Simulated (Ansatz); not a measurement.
The cluster MoO3⁺, relaxed as a doublet with UKS B3LYP-D4/def2-TZVP in Ansatz, starting from the GFN2-xTB geometry. Force threshold 0.02 eV/Å.

In the def2 sets Mo takes a core potential; there is no spin–orbit coupling. The structure holds 1 bond(s) between oxygen atoms. Another isomer (doublet) lies 0.88 eV lower at PBE0-D4/def2-TZVP; other spin states weren't run for this one.

Start:

```xyz
4

Mo   -0.253    0.277   -0.336
O     0.676   -0.700    0.794
O     1.244   -0.609   -0.375
O    -1.667    1.032   -0.082
```

(1) Estimate the energy that the relaxation releases and the steps that it takes.

(2) Does the start keep its bonding and symmetry?

(3) Predict the relaxed structure.

## Answers

(1) 2.56 eV, in 17 steps; 24 s on 4 threads of Arm Neoverse V2 on a shared host. No frequencies were taken in this run, so the end may be a saddle point.

(2) By distances, no bond broke or formed. The bond that changes most is Mo1–O3, from 1.74 to 1.87 Å (atoms count from 1). Point group Cs at the start, Cs at the end, both within 0.05 Å.

(3) 
```csv
atom,x (Å),y (Å),z (Å)
Mo1,-0.0493,0.7642,0.1249
O2,0.6400,-0.8454,0.7801
O3,1.0265,-0.6017,-0.5619
O4,-1.6171,0.6829,-0.3432
```
Bond lengths: 3 × Mo–O 1.64 to 1.87 Å; 1 × O–O 1.42 Å.
